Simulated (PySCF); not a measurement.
hydrogen bromide (BrH), SMILES Br.

Coordinates come from a PBE0-D3(BJ)/def2-TZVPD optimisation.

Level of theory: CAM-B3LYP/def2-TZVPD in PySCF.

```
Quantity                                                                                                       Result
---------------------------------------------------------------------------------------------  ----------------------
total energy                                                                                      -2574.88429 hartree
point group                                                                                                       C∞v
highest occupied level                                                                                      -10.17 eV
lowest empty level                                                                                            0.31 eV
orbital gap                                                                                                  10.48 eV
dipole moment                                                                                                  0.88 D
quadrupole, principal values (traceless, Buckingham form, about the centre of nuclear charge)  -2.08, -2.08, 4.16 D·Å
mean static polarisability                                                                       24.3 bohr³ (3.61 Å³)
polarisability, principal values                                                               23.7, 23.7, 25.6 bohr³
```
